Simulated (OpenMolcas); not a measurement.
**F II: effect of the active space**

| Quantity | Value |
| --- | --- |
| Program | OpenMolcas 26.06 |
| Method | CASSCF |
| Basis | ANO-RCC-VDZP |
| Scalar Hamiltonian | DKH2, point nucleus |
| Spin-orbit coupling | RASSI with atomic mean-field integrals over the reference wave functions, term energies averaged over their components |

A. 4 electrons in 3 orbitals (2p); 2S+1 = 3 even, 3 roots; 2S+1 = 1 even, 6 roots; cost of the order of 2.4 core-seconds
B. 6 electrons in 4 orbitals (2s 2p); 2S+1 = 3 even, 3 roots; 2S+1 = 1 even, 6 roots; 2S+1 = 3 odd, 3 roots; 2S+1 = 1 odd, 3 roots; cost roughly 9 core-seconds

Energies in eV above 2s² 2p⁴ ³P₂, the measured ground level; measured values from NIST Handbook of Basic Atomic Spectroscopic Data.

```
      Level       A       B  Measured
2s² 2p⁴ ³P₂  0.0000  0.0000    0.0000
2s² 2p⁴ ³P₁  0.0406  0.0406    0.0423
2s² 2p⁴ ³P₀  0.0604  0.0602    0.0607
2s² 2p⁴ ¹D₂  2.8203  2.8201    2.5880
2s² 2p⁴ ¹S₀  6.9923  5.2502    5.5691
```

Deviations, from unrounded energies. A percentage is the sum of absolute deviations over the sum of measured energies, with the sign that they share, or ± where signs differ.

```
                        Against measurement  Levels      A     B
             mean absolute deviation (cm-1)       4   3300  1100
      fine structure of the ground term (%)       2   -1.9  -2.1
other terms of the ground configuration (%)       2  +20.3  ±6.8
```

B lies closest to measurement on these levels. The largest miss of B in the table is 2s² 2p⁴ ¹S₀, by -2600 cm-1. The ranking rests on the paired levels alone, and a cruder setting can come out closer through cancelling errors.

Between A and B the level of the table that moves most is 2s² 2p⁴ ¹S₀, by 14000 cm-1 (lowest in B, highest in A).

Without dynamic correlation excited terms often stand tens of per cent too high (terms of higher spin than the ground term too low), and those without a measured partner can miss by more than the paired ones. With the s shell closed, the reference lacks s² → p² mixing (holds for A). Computed and measured levels are paired by configuration, term and J; levels that our copy of the source lacks, or whose pairing is in doubt (as where it misses far off the trend of its configuration), stay unpaired and out of the deviations. Levels of configurations outside the active space are missing. Levels that lie high or do not pair safely by name in every column are left out.
